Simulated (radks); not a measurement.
Values are calculated unless marked as measured or tabulated.
All-electron atom: C II in [He] 2s2 2p1 (the NIST ground configuration). Code: a radial shooting solver on a logarithmic mesh with Libxc functionals. Model: non-relativistic Kohn-Sham, PBE, spin-polarised, spherical densities, point nucleus; open shells are filled with parallel spins first; hard spherical wall at 20 bohr.

Unscreened Slater integrals over Kohn-Sham orbitals (hartree). They are taken over the spin-up orbitals.

integral,value
"F0(2p,2p)",0.61739
"F2(2p,2p)",0.28443
"F0(2p,2s)",0.61862
"G1(2p,2s)",0.38221
"F0(2p,1s)",0.87308
"G1(2p,1s)",0.090780
"F0(2s,2s)",0.62377
"F0(2s,1s)",0.87876
"G0(2s,1s)",0.065839
"F0(1s,1s)",3.4841

Derived for the open shells (J is the average intra-shell exchange parameter used in DFT+U). 2p: J = F2/5 = 0.05689 hartree.
